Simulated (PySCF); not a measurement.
B3LYP has the VWN-RPA correlation part, as in Gaussian. Delta-SCF ions had no search for a lower state. Excitations are Tamm–Dancoff values on a coarser integration grid. The basis has no diffuse functions, so Rydberg states are missing or too high.

Cartesian coordinates (Å):
SMILES: CC[SiH](CC)CC
```xyz
23

C     -1.7608     2.2282     0.5917
C     -0.3211     1.6969     0.6122
Si    -0.0742     0.0364    -0.2670
C      1.7351    -0.5134    -0.1435
C      2.7526     0.4921    -0.6998
C     -1.2164    -1.2804     0.4766
C     -1.0839    -2.6752    -0.1498
H     -1.8455     3.2087     1.0886
H     -2.4541     1.5420     1.1051
H     -2.1299     2.3503    -0.4402
H      0.3590     2.4325     0.1469
H      0.0304     1.5849     1.6545
H     -0.4233     0.2074    -1.7167
H      1.9527    -0.7295     0.9187
H      1.8336    -1.4797    -0.6694
H      3.7858     0.1133    -0.6323
H      2.7199     1.4480    -0.1518
H      2.5550     0.7192    -1.7606
H     -2.2566    -0.9213     0.3813
H     -1.0169    -1.3286     1.5630
H     -1.2822    -2.6497    -1.2342
H     -0.0700    -3.0862    -0.0150
H     -1.7892    -3.3959     0.2958
```
Charge 0, spin multiplicity 1.

Q: Predict the S1 oscillator strength, LUMO, vertical ionisation energy (Delta-SCF), S1–T1 gap (TDA) and T1 excitation (TDA) from B3LYP-D3(BJ)/def2-TZVP // B3LYP-D3(BJ)/def2-SVP run with PySCF.

A: 
```
Item                                     Result
--------------------------------------  -------
S1 oscillator strength                    0.015
LUMO                                    0.83 eV
vertical ionisation energy (Delta-SCF)  9.55 eV
S1–T1 gap (TDA)                         0.24 eV
T1 excitation (TDA)                     7.29 eV
```
